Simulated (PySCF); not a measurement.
Level of theory: ωB97X-D3(BJ)/def2-TZVP // B3LYP-D3(BJ)/def2-TZVP run with PySCF 2.14.0. Isolated molecules, 0 K electronic values unless said otherwise. One relaxed conformer stands for a flexible species; it need not be the lowest. 

Reference species (SMILES): `CBBN` (C–B–B–N torsion 93°) (neutral, multiplicity 1).

```yaml
S1 oscillator strength: 0.006
HOMO: -9.95 eV
```

Changed species: `BCBN`.

### Question
Give the shifts of the S1 oscillator strength and HOMO.

### Answer
the S1 oscillator strength is nearly the same; the HOMO falls by 0.90 eV, to -10.85 eV.
